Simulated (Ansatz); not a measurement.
Geometry optimisation, Ansatz, RKS PBE-D4/def2-SVP.

Input:

```yaml
crystal:
  periodic: [false, false, false]
  atoms:
    - { symbol: Al, position_ang: [-0.83491, 0.702256, -0.169046] }
    - { symbol: Br, position_ang: [2.244092, -1.357997, -0.308672] }
    - { symbol: Cl, position_ang: [-1.700082, -0.0002, -1.933979] }
    - { symbol: Cl, position_ang: [0.091978, 2.56702, -0.038587] }
    - { symbol: H, position_ang: [1.250948, -1.420299, 0.790421] }
    - { symbol: Cl, position_ang: [-1.052126, -0.490679, 1.659763] }
basis:
  gaussian: { orbitals: def2-SVP }
hamiltonian:
  xc: pbe
  dispersion: d4
relax:
  f_tol: 0.03
  max_steps: 50
```

Launched with:

```bash
$ ansatz run input.yaml --threads 2 --pin off --max-ram 3072MiB --backend cpu --events-out ev --progress --plain --runs-dir out
```

Q: Where does it end, and by what steps?

A: The run converged. After 7 steps the energy has fallen by 0.306 eV; Br2 moved furthest, 0.64 Å. Joined: Al1–Br2 (3.71 → 2.69 Å).

```csv
step,energy less start (eV),largest force component (eV/Å),accepted
0,0.0000,0.919,yes
1,-0.1227,0.275,yes
2,-0.2035,0.329,yes
3,-0.2854,0.345,yes
4,-0.2375,0.741,no
5,-0.3054,0.081,yes
6,-0.3056,0.040,yes
7,-0.3064,0.020,yes
```

```xyz
6
Properties=species:S:1:pos:R:3
Al -0.508 0.488 -0.183
Br 1.762 -0.945 -0.385
Cl -1.577 -0.100 -1.899
Cl 0.207 2.462 -0.022
H 1.077 -1.365 0.840
Cl -0.962 -0.539 1.649
```

Time of the run: 20 s on 2 threads of Intel(R) Xeon(R) Platinum 8488C (Sapphire Rapids), with other jobs on the host, peak memory 0.18 GiB.
